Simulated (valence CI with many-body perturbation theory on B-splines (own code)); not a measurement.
## Pd40+: what the settings do

Computed by relativistic CI+MBPT: four valence electrons over a frozen Dirac-Fock core [He], a basis of 6 s, 6 p, 5 d, 3 f, 1 g functions for each j, with the one-electron correlation potential Σ1, the two-electron term Σ2, the three-electron term Σ3, Breit, model QED; selected CI, second order for the rest, scaled by the run's own slope (own B-spline code, finite nucleus).

No measured spectrum was set against this ion. As an estimate, large intervals hold to a few tenths of a per cent, small ones and those within an open d or f shell to about a per cent.

The reference run has the lowest level (2s^2 2p1/2^2) J=0 and an ionisation energy of 6252.53 eV. Its largest variational space holds 11273 state functions.

Levels are named by their leading jj configuration (3d3/2^4 stands for four electrons in 3d with j = 3/2), which in mixed levels can hold well under half, so a name can repeat and another be missing. Letters in brackets count levels of one name in rising energy.

Changed runs:
A. factor on the speed of light 1 → 10; QED terms on → off
B. Breit term on → off; QED terms on → off
C. cutoff of virtual states (hartree) 4232 → 3240; highest l with Σ1, explicit Σ2 and valence Breit (higher l get mean screening factors) 3 → 0
D. closed core [He] → [He] 2s1 (bad on purpose)

Excitation energies of the reference run in cm⁻¹, and shifts in cm⁻¹:

| Level | Reference | A | B | C |
| --- | --- | --- | --- | --- |
| (2s^2 2p1/2 2p3/2) J=1 | 1279800 | -1275093 | +24018 | -3411 |
| (2s^2 2p1/2 2p3/2) J=2 | 1389570 |  | +39038 | +11165 |
| (2s 2p1/2^2 2p3/2) J=2 | 2456660 | -1875867 | +35057 | -8.4 |
| (2s^2 2p3/2^2) J=2 | 2748420 |  | +55823 | +39 |
| (2s 2p1/2^2 2p3/2) J=1 | 2877000 | -1724153 | +28516 | -5220 |
| (2s^2 2p3/2^2) J=0 | 3012210 | -2590262 | +40657 | -16130 |
| (2s 2p1/2 2p3/2^2) J=2 [a] | 3675260 | -2522527 | +51592 | -8752 |
| (2s 2p1/2 2p3/2^2) J=3 | 3905080 | -2752255 | +74347 | +13140 |
| (2s 2p1/2 2p3/2^2) J=0 | 4142140 | -2788692 | +42061 | -19706 |
| (2s 2p1/2 2p3/2^2) J=1 [a] | 4231960 | -2878499 | +51044 | -9848 |
| (2s 2p1/2 2p3/2^2) J=2 [b] | 4312250 |  | +65487 | +4827 |
| (2s 2p1/2 2p3/2^2) J=1 [b] | 4352270 | -2648390 | +49488 | -10026 |
| Ionisation energy (eV) | 6252.53 | -181.56 | +7.54 | +1.89 |

A blank means that the level has no clear partner in that run.

Run D: It gave no result: the perturbation theory needs a core of closed shells. The program said: "the core must hold closed shells only".
